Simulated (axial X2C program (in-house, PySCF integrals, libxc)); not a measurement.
## CdB: from the spin-free to the two-component result

Calculated with an axial X2C code built on PySCF integrals. Spin-free means the one-electron spin-free X2C Hamiltonian; two-component (2c) means X2C with spin–orbit coupling and atomic mean-field two-electron Coulomb and Gaunt terms, so the difference of the two also holds small scalar two-electron terms. Basis: Cd dyall-cv3z [12s12p8d5f3g], B dyall-v3z [7s6p2d1f] (cores contracted in-house); Gaussian nuclei, density fitting, unrestricted open shells. Masses: Cd 113.903 u, B 11.009 u.

Spin-free state: M_S = 1/2, Λ = 1 (beyond evenly filled blocks: π+α); fragments Cd + B.

```
  level  Re (Å)  ωe (cm⁻¹)  De (eV)  μ (D)
   PBE0   2.407      278.5    0.389  -1.95
CCSD(T)   2.446      233.9    0.249    n/a
   PW91   2.355      309.5    0.534  -1.88
   BLYP   2.421      265.3    0.268  -1.70
 r2SCAN   2.347      315.3    0.335  -1.80
```

Correlated methods: 15 electrons correlated (number of frozen shells: Cd 4 s, 3 p, 1 d; B 1 s), 253 virtual spin orbitals or spinors in MP2, 140 natural virtuals in coupled cluster.

Dipoles are positive if B is the positive end.

Problem. Within this multiplet, which Ω should lie lowest by the rule for regular and inverted multiplets?

Solution. The open π shell holds one electron, so the multiplet is regular: Ω = Λ − 1/2 = 1/2. The PBE0 2c search agrees, though Ω = 3/2 of the search lies only 0.02 eV higher.

Two-component determinant lowest at the distance of the search:

Ω = 1/2 (⟨Sz⟩ = -0.46, ⟨Lz⟩ = 0.96 at HF); fragments Cd + B.

```
  level  Re (Å)  ωe (cm⁻¹)  De (eV)  μ (D)
   PBE0   2.398      282.3    0.400  -1.94
CCSD(T)   2.437      236.2    0.252    n/a
   PW91   2.347      313.6    0.550  -1.86
   BLYP   2.410      269.9    0.283  -1.68
 r2SCAN   2.339      319.2    0.351  -1.79
```

Problem. From the two tables, how do the constants change at the CCSD(T) level (2c against spin-free)?

Solution. At the CCSD(T) level Re drops by 0.009 Å and ωe rises by 2.3 cm⁻¹; De changes by 0.003 eV.

One determinant describes the state; a PBE0 search over occupations chose it and may have missed a lower one. De is counted from the lowest determinant-based energies of the atoms at the same level, without counterpoise correction. Density functionals use the spin component along the axis (collinear). CCSD and (T) use frozen natural virtuals with an MP2 correction for the truncation; (T) itself is uncorrected, so its De runs slightly low. The 2c atoms are single determinants rather than J levels; their spin–orbit lowering is only partly caught, and De is too large by that part. This holds for PBE0, PW91, BLYP, r2SCAN. Other states lie close and PBE0, whose exact exchange favours high spin, may order them wrongly; the determinant shown need not be the ground state. The nearest other spin-free determinant of the search, M_S = 1/2, Λ = 0, lies 0.47 eV up at the distance of the search. Without a current term, density functionals place determinants with orbital angular momentum somewhat too high. The atomic limit has a lower orbital projection than the molecule and lies lower at mean-field level, so De may be about a tenth of an eV too small.
